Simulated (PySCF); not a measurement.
Species: C4H6F2NO (doublet state).
Cartesian coordinates in Å at the GFN2-xTB level; atoms count from 1:
```xyz
14
C4H6F2NO angstrom
C     -1.5563    0.2954    1.0831
C     -1.0134   -0.1990   -0.0980
N     -1.3744    0.1117   -1.3067
C      0.1604   -1.1570   -0.0009
O      1.3011   -0.5380    0.5918
C      1.8045    0.4983   -0.1049
F      1.2084    1.6756    0.2389
F      3.0984    0.6473    0.2142
H     -2.3596    1.0120    1.0625
H     -1.1574    0.0086    2.0392
H     -2.1583    0.7594   -1.3490
H     -0.0714   -1.9961    0.6562
H      0.4054   -1.5216   -1.0047
H      1.7119    0.4028   -1.2036
```

The hyperfine couplings belong to this conformer and change with its torsions.

Identity: `[H]/N=C(\[CH2])COC(F)F` [radical].

Theory: UKS B3LYP, pcH-1 on C F H N O, non-relativistic, mean-field spin-orbit, GIAO in PySCF 2.14.0. Isolated species at its GFN2-xTB geometry (one conformer only). The geometry wasn't refined by DFT: couplings that depend on bond lengths, twists or pyramidal angles can differ widely from those at the functional's own minimum. Stability of the SCF solution: not tested. ⟨S²⟩ is 0.776 where a pure state has 0.75.

Q: What is the g tensor, term by term?

A: 
```csv
Δg (ppm),1,2,3
relativistic mass correction,-171,-171,-171
gauge correction,-5,40,31
orbital Zeeman/spin–orbit,32,1071,2475
total,-143,941,2335
```

So g = 2.00218, 2.00326, 2.00465 and g_iso = 2.00336; the tensor is rhombic: the two nearest values differ by 44 % of g3 − g1. Axes: g2 points within 6° of the C1–C2 bond.

Q: At 94.345 GHz, how far is the centre of the isotropic spectrum from where a free electron (g = 2.002319) resonates?

A: B = hν/(g μB) with μB/h = 13.99624 MHz/mT gives 3366.46 mT for the free electron and 3364.71 mT at g_iso, 1.75 mT lower.

Q: How much does each term add to the isotropic shift?

A: The orbital-Zeeman/spin–orbit term 1193, the mass correction -171 and the gauge correction 22 ppm, for a total of 1044 ppm. The orbital-Zeeman/spin–orbit term is the largest in size. The mass correction is the same along every axis, so the anisotropy comes from the other two: their spans along these axes are 45 (gauge) and 2442 ppm (orbital Zeeman/spin–orbit).

Q: What are the electron Larmor frequencies g μB B/h along the three axes at 3350 mT?

A: 93.8769, 93.9277, 93.9931 GHz for g1, g2 and g3, a range of 116.2 MHz.

Q: In a frozen sample, at which fields do the three g values resonate at 9.5, 34, 94 and 263 GHz (hyperfine left aside), and which band first spreads them over more than twice a line width of 1.0 mT?

A: 
```json
{"band": "X", "GHz": "9.5", "B(g3) mT": "338.59", "B(g2) mT": "338.82", "B(g1) mT": "339.01", "spread mT": "0.42"}
{"band": "Q", "GHz": "34.0", "B(g3) mT": "1211.79", "B(g2) mT": "1212.63", "B(g1) mT": "1213.29", "spread mT": "1.50"}
{"band": "W", "GHz": "94.0", "B(g3) mT": "3350.25", "B(g2) mT": "3352.58", "B(g1) mT": "3354.39", "spread mT": "4.15"}
{"band": "J", "GHz": "263.0", "B(g3) mT": "9373.56", "B(g2) mT": "9380.09", "B(g1) mT": "9385.17", "spread mT": "11.60"}
```

The spread grows in proportion to the frequency. W band is the first where it exceeds 2.0 mT.

The Mulliken spin populations are largest on C1 (+0.81), N3 (+0.49) and C2 (-0.22). The positive populations add up to 1.31 and the negative ones to -0.31, together 2S = 1. The angles at C1 add up to 359.9°, so it is planar; its axial dipolar tensor and the negative couplings of its protons fit spin in a p orbital normal to that plane.

The HOMO–LUMO gaps are 6.76 eV among the α and 4.21 eV among the β orbitals.
